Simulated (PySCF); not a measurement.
Molecule: `C1([SiH2]O)CC1`, C$_{3}$H$_{8}$OSi.

Numbering as in the mapped SMILES `[OH:1][SiH2:2][CH:3]1[CH2:4][CH2:5]1`. Hydrogens are named by the atom that carries them. Ha(C4), Ha(C5) are cis to Si2 on the ring; Hb(C4), Hb(C5) are trans to Si2 on the ring.

Geometry PBE0-D3(BJ)/def2-SVP throughout; GIAO in PySCF, gas phase, one conformer, non-relativistic; equivalent atoms averaged; functional PBE0.

Q: How do the shifts δ (against H2O, TMS at the same level) depend on the basis set? (ppm; last column core-seconds on 1 thread of an x86-64 server CPU, shared host)

A: 
```tsv
basis set	functions	O1	Si2	C4/C5	C3	H(Si2)	Hb(C4)/Hb(C5)	Ha(C4)/Ha(C5)	H(O1)	H(C3)	core-s
pcSseg-0	65	-1.2	-11.9	4.2	-3.9	5.33	0.81	0.51	-0.19	-0.38	4.7
cc-pVDZ	114	21.6	-3.2	3.5	0.1	4.55	0.54	0.27	0.06	-0.36	9.9
aug-cc-pVDZ	191	23.3	4.0	2.3	-0.9	4.83	0.69	0.38	0.08	-0.12	22
IGLO-III	264	29.3	-5.5	1.9	-1.0	4.81	0.65	0.40	0.33	-0.13	33
cc-pVTZ	266	27.5	2.2	2.4	-1.1	4.69	0.66	0.40	0.47	-0.18	34
```

Q: Which nucleus moves most, in ppm?

A: O1 (oxygen bonded to Si, H): from -1.2 ppm with pcSseg-0 to 29.3 ppm with IGLO-III. The smallest spread is 0.24 ppm, at Ha(C4)/Ha(C5). Proton shifts span only some 12 ppm, so a few tenths of a ppm matter as much there as several ppm in carbon.

Q: Taking the largest basis, cc-pVTZ (266 functions), as the yardstick, rank the others by their worst heavy-atom deviation.

A: aug-cc-pVDZ 4.1 ppm (191 functions), cc-pVDZ 5.9 ppm (114 functions), IGLO-III 7.7 ppm (264 functions), pcSseg-0 28.7 ppm (65 functions).

A small basis that lands close on one nucleus may do so by chance; judge by the trend and by all nuclei.
